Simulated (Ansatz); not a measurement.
Basis-set extrapolation for C$_{2}$H$_{6}$FNSi (`C[SiH2]/N=C/F`) (PBE0-D4/def2-TZVP geometry, frozen core, the Gaussian-basis code of Ansatz). Multiplicity 1, RHF reference.

```
                      def2-TZVPP   def2-QZVPP
                 HF  -522.179284  -522.199076
    MP2 correlation    -0.903993    -0.972681
CCSD(T) correlation    -0.977972      not run
```

Energies in hartree. Use E(X) = E(∞) + A·exp(−7.88·√X) for Hartree–Fock and E(X) = E(∞) + B·X^(−2.97) for correlation, with X = 3 and 4, and add CCSD(T) minus MP2 of the smaller set to the MP2 limit.

What is the CCSD(T) energy at the basis-set limit?

HF limit: -522.199076 + (-0.019792) × 0.13774 = -522.20180. MP2 limit: -0.972681 + (-0.068688) × 0.74074 = -1.02356. Higher-order term: -0.977972 − (-0.903993) = -0.07398. Total: -523.29934 hartree, 373.0 kJ/mol below CCSD(T)/def2-TZVPP.
